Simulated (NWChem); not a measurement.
Molecule: C$_{2}$H$_{8}$BNO; SMILES CNB(C)O

```xyz
13

B      0.0315     0.5199     0.0725
C     -0.7783     1.8744     0.0061
H     -1.8540     1.7451    -0.1876
H     -0.3659     2.5248    -0.7826
H     -0.6669     2.4298     0.9517
N     -0.6235    -0.7241    -0.1082
C     -0.0680    -2.0485    -0.0841
H     -1.6206    -0.6972    -0.2789
H     -0.2011    -2.5838    -1.0413
H     -0.5028    -2.6784     0.7126
H      1.0165    -2.0120     0.1044
O      1.3809     0.6120     0.3107
H      1.8284    -0.2380     0.3422
```
Atoms are numbered in this order, from 1.

The geometry was optimised at PBE0/def2-SVP. Not confirmed as a minimum by frequencies.

 Unshifted, non-relativistic core excitations; the lowest 4 roots alone, so stronger bands may lie above.

Problem. List the first N K-edge excitations from B3LYP/6-311G** (spherical d), restricted-window TDA (NWChem).

Solution. 
| state | energy (eV) | dipole oscillator strength | leading excitation (squared amplitude) |
|---|---|---|---|
| S1 | 388.5 | 0.0050 | 1s of atom 6 or its equivalents → LUMO (0.91) |
| S2 | 389.1 | 0.0064 | 1s of atom 6 or its equivalents → LUMO+1 (0.87) |
| S3 | 389.1 | 0.0160 | 1s of atom 6 or its equivalents → LUMO+2 (0.97) |
| S4 | 390.0 | 0.0008 | 1s of atom 6 or its equivalents → LUMO+3 (0.96) |
